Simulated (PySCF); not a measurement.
Potential energy surface of H6OSi2, singlet: bend at the central O, local threefold symmetry of each SiH3 group. Scanned: Si-O-Si angle. Other coordinates (O-Si length, H-Si-O angle, Si-H length) were minimised at B3LYP/def2-TZVP.

- RMP2/6-31G* = restricted MP2 (frozen core)/6-31G*, spherical d in PySCF 2.14.0
- M06-2X/def2-TZVP, density fitting (PySCF)

Energies relative to the lowest point of each profile, in kcal/mol:

```json
[
 {"a / °": "180", "RMP2/6-31G*": "0.3"},
 {"a / °": "165", "RMP2/6-31G*": "0.2"},
 {"a / °": "157.50", "RMP2/6-31G*": "0.1"},
 {"a / °": "150", "RMP2/6-31G*": "0.0"},
 {"a / °": "142.50", "RMP2/6-31G*": "0.0"},
 {"a / °": "135", "RMP2/6-31G*": "0.2"},
 {"a / °": "127.50", "RMP2/6-31G*": "0.7"},
 {"a / °": "120", "RMP2/6-31G*": "1.8"},
 {"a / °": "112.50", "RMP2/6-31G*": "4.0"},
 {"a / °": "105", "RMP2/6-31G*": "7.9"},
 {"a / °": "97.50", "RMP2/6-31G*": "14.8"},
 {"a / °": "90", "RMP2/6-31G*": "26.5"}
]
```

### Question
What does M06-2X give at the same points?

### Answer
180: 0.1; 165: 0.1; 157.50: 0.0; 150: 0.0; 142.50: 0.1; 135: 0.4; 127.50: 1.0; 120: 2.4; 112.50: 4.9; 105: 9.2; 97.50: 16.4; 90: 28.1 (kcal/mol).
